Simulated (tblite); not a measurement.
A geometry optimisation, step by step.

Compound: B₃H₅O₄Si.
SMILES with atom numbers: `[SiH3:1][O:2][B:3]1[O:4][BH:5][O:6][BH:7][O:8]1` (hydrogens: H9, H10, H11 on Si1; H12 on B5; H13 on B7)

Computed with GFN2-xTB (tblite), gas phase: L-BFGS steps from a force-field or distance-geometry start until the largest atomic force falls under 0.01 eV/Å. 9 of its 94 geometries are shown.

Step 0: E = -665.7575 eV, largest atomic force 3.972 eV/Å
```
atom  x, y, z in Å  |  force x, y, z in eV/Å
Si1     2.587   -0.185   -0.113   -1.061  -0.374  -0.036
O2      1.050   -0.789   -0.624   -0.603   3.156   2.335
B3      0.028    0.104   -0.075   -0.149  -0.636  -1.040
O4     -0.496   -0.003    1.276   -1.420  -0.303  -2.376
B5     -1.965   -0.110    1.263    1.652   1.465  -3.156
O6     -2.611    0.934    0.434    1.764  -2.174  -0.725
B7     -2.079    0.683   -0.919    2.145  -0.294   2.804
O8     -0.638    0.971   -1.065   -1.586  -2.126   2.012
H9      2.328    1.135    0.494    0.237  -0.118  -0.084
H10     3.458   -0.068   -1.275   -0.188  -0.108  -0.137
H11     3.126   -1.091    0.912   -0.153  -0.017  -0.169
H12    -2.378   -1.210    1.036   -0.163   0.499   1.347
H13    -2.413   -0.370   -1.361   -0.475   1.029  -0.776
```

Step 12: E = -669.8815 eV, largest atomic force 1.386 eV/Å
```
atom  x, y, z in Å  |  force x, y, z in eV/Å
Si1     2.818   -0.040    0.023   -0.446   0.086  -0.039
O2      1.265   -0.214   -0.381   -0.224   0.143   0.162
B3     -0.012    0.020   -0.130    0.687  -0.056  -0.771
O4     -0.599   -0.399    1.006    0.063  -0.323   1.256
B5     -1.923   -0.271    1.221   -0.420  -0.148  -1.313
O6     -2.637    0.318    0.200   -0.532  -0.042   0.291
B7     -2.107    0.574   -1.042    0.214  -0.908   0.910
O8     -0.756    0.541   -1.148   -0.404   0.264  -0.512
H9      2.804    1.335    0.628    0.449  -0.617  -0.141
H10     3.319   -0.178   -1.354    0.392   0.108   0.312
H11     3.107   -1.203    0.901    0.180   0.464  -0.119
H12    -2.482   -0.920    2.024    0.128   0.459   0.185
H13    -2.800    0.435   -1.964   -0.087   0.570  -0.222
```

Step 23: E = -670.3861 eV, largest atomic force 0.144 eV/Å
```
atom  x, y, z in Å  |  force x, y, z in eV/Å
Si1     2.828   -0.021    0.013    0.062   0.013   0.009
O2      1.256   -0.063   -0.346    0.019   0.049   0.004
B3     -0.050   -0.043   -0.178   -0.017  -0.141  -0.023
O4     -0.639   -0.468    0.997    0.002   0.124  -0.027
B5     -1.984   -0.379    1.149    0.055  -0.023   0.015
O6     -2.766    0.064    0.128    0.018   0.009  -0.012
B7     -2.197    0.430   -1.054   -0.016   0.003  -0.060
O8     -0.854    0.387   -1.207    0.012   0.019   0.043
H9      3.081    1.275    0.653    0.011  -0.073  -0.047
H10     3.460   -0.158   -1.303    0.000   0.011   0.088
H11     3.173   -1.127    0.911   -0.034   0.032  -0.030
H12    -2.461   -0.678    2.172   -0.038  -0.031   0.017
H13    -2.853    0.783   -1.954   -0.074   0.008   0.023
```

Step 35: E = -670.3933 eV, largest atomic force 0.054 eV/Å
```
atom  x, y, z in Å  |  force x, y, z in eV/Å
Si1     2.826   -0.024    0.020   -0.018  -0.032  -0.013
O2      1.258   -0.038   -0.372    0.011   0.029   0.015
B3     -0.049   -0.032   -0.192    0.008  -0.009  -0.024
O4     -0.625   -0.411    1.003    0.033   0.011  -0.001
B5     -1.972   -0.372    1.153    0.005  -0.045   0.013
O6     -2.764    0.050    0.130   -0.043   0.013   0.018
B7     -2.210    0.421   -1.056    0.019  -0.018  -0.008
O8     -0.870    0.364   -1.224    0.038   0.035  -0.015
H9      3.109    1.266    0.646   -0.013   0.021   0.036
H10     3.496   -0.166   -1.270   -0.003  -0.018  -0.029
H11     3.136   -1.139    0.916   -0.034   0.002   0.019
H12    -2.455   -0.711    2.163    0.026   0.016  -0.002
H13    -2.885    0.793   -1.935   -0.029  -0.006  -0.009
```

Step 46: E = -670.4058 eV, largest atomic force 0.152 eV/Å
```
atom  x, y, z in Å  |  force x, y, z in eV/Å
Si1     2.787   -0.039    0.042   -0.058  -0.044   0.062
O2      1.265    0.157   -0.474    0.054  -0.024  -0.063
B3     -0.034    0.080   -0.258   -0.013  -0.052  -0.068
O4     -0.542   -0.321    0.960   -0.020   0.013  -0.018
B5     -1.884   -0.382    1.145   -0.001  -0.057  -0.001
O6     -2.734   -0.011    0.147    0.008   0.007   0.049
B7     -2.243    0.392   -1.058    0.014  -0.048   0.054
O8     -0.906    0.396   -1.272   -0.009   0.115  -0.003
H9      3.139    1.204    0.714    0.073   0.131   0.027
H10     3.519   -0.277   -1.198   -0.003  -0.002  -0.018
H11     2.895   -1.158    0.976   -0.005  -0.059  -0.003
H12    -2.297   -0.775    2.166   -0.039   0.042  -0.009
H13    -2.970    0.734   -1.907   -0.001  -0.023  -0.010
```

Step 58: E = -670.4158 eV, largest atomic force 0.023 eV/Å
```
atom  x, y, z in Å  |  force x, y, z in eV/Å
Si1     2.754   -0.045    0.071    0.003  -0.008  -0.005
O2      1.275    0.224   -0.542   -0.007   0.003  -0.014
B3     -0.023    0.135   -0.304   -0.005   0.005  -0.001
O4     -0.496   -0.310    0.914    0.001  -0.006  -0.002
B5     -1.829   -0.399    1.135   -0.002   0.004   0.012
O6     -2.712   -0.051    0.159    0.008  -0.001  -0.001
B7     -2.257    0.386   -1.049    0.005  -0.021  -0.008
O8     -0.926    0.481   -1.280    0.007   0.014  -0.002
H9      3.166    1.189    0.741   -0.017   0.000  -0.005
H10     3.518   -0.330   -1.141    0.016  -0.003  -0.004
H11     2.756   -1.175    1.000   -0.002   0.006   0.008
H12    -2.216   -0.776    2.171   -0.015  -0.006   0.013
H13    -3.014    0.670   -1.893    0.007   0.013   0.008
```

Step 70: E = -670.4162 eV, largest atomic force 0.020 eV/Å
```
atom  x, y, z in Å  |  force x, y, z in eV/Å
Si1     2.755   -0.047    0.068   -0.003   0.019  -0.007
O2      1.276    0.215   -0.549   -0.006  -0.008   0.000
B3     -0.022    0.134   -0.304   -0.002  -0.003  -0.001
O4     -0.494   -0.313    0.914   -0.004   0.002  -0.010
B5     -1.829   -0.401    1.136    0.002  -0.002   0.002
O6     -2.710   -0.056    0.158    0.001   0.000   0.005
B7     -2.256    0.387   -1.047    0.004  -0.001   0.001
O8     -0.925    0.488   -1.276    0.004   0.000  -0.005
H9      3.151    1.194    0.734    0.002  -0.003  -0.005
H10     3.528   -0.333   -1.139   -0.007  -0.001   0.012
H11     2.756   -1.170    1.005    0.003  -0.007   0.008
H12    -2.220   -0.775    2.173    0.008  -0.001  -0.002
H13    -3.013    0.678   -1.890   -0.001   0.007   0.002
```

Step 81: E = -670.4166 eV, largest atomic force 0.033 eV/Å
```
atom  x, y, z in Å  |  force x, y, z in eV/Å
Si1     2.750   -0.048    0.073   -0.015   0.023  -0.018
O2      1.276    0.200   -0.566   -0.002   0.002  -0.005
B3     -0.021    0.129   -0.317    0.011  -0.013   0.005
O4     -0.487   -0.317    0.905   -0.012  -0.004  -0.010
B5     -1.820   -0.406    1.133   -0.001   0.001   0.000
O6     -2.705   -0.058    0.160    0.004   0.002   0.014
B7     -2.257    0.393   -1.044    0.002   0.000   0.008
O8     -0.928    0.489   -1.283    0.004  -0.003   0.012
H9      3.131    1.206    0.725    0.009  -0.002  -0.002
H10     3.532   -0.347   -1.125    0.004  -0.002   0.008
H11     2.749   -1.157    1.025   -0.001  -0.009   0.011
H12    -2.204   -0.784    2.172    0.001   0.001  -0.013
H13    -3.018    0.700   -1.876   -0.006   0.002  -0.010
```

Step 93: E = -670.4171 eV, largest atomic force 0.009 eV/Å
```
atom  x, y, z in Å  |  force x, y, z in eV/Å
Si1     2.746   -0.042    0.074   -0.006   0.000  -0.001
O2      1.277    0.181   -0.583    0.000   0.006  -0.001
B3     -0.021    0.108   -0.330    0.005  -0.002   0.004
O4     -0.483   -0.346    0.889   -0.006   0.001  -0.001
B5     -1.815   -0.414    1.130   -0.005  -0.003  -0.001
O6     -2.703   -0.039    0.170    0.000   0.000   0.001
B7     -2.259    0.408   -1.037    0.003  -0.001   0.000
O8     -0.930    0.482   -1.288    0.005  -0.001   0.003
H9      3.115    1.225    0.707    0.001   0.004  -0.008
H10     3.543   -0.363   -1.107   -0.002   0.001   0.001
H11     2.744   -1.130    1.053    0.000  -0.006   0.004
H12    -2.196   -0.798    2.167    0.003   0.001  -0.003
H13    -3.023    0.728   -1.863    0.000   0.001   0.001
```

Q: Summarise the path.

A: The energy falls by 107.45 kcal/mol from step 0 to step 93; nine tenths of that is first reached at step 13. It falls at every step. The largest force goes from 3.972 to 0.009 eV/Å. Among the bonds O2–B3 changes most, from 1.464 to 1.324 Å; the atoms move by 0.751 Å rms after alignment.

What follows is the cost of the whole relaxation. Time: 0.42 s. Hardware: one thread, Arm Neoverse V2 (aarch64), no GPU, on a shared host.
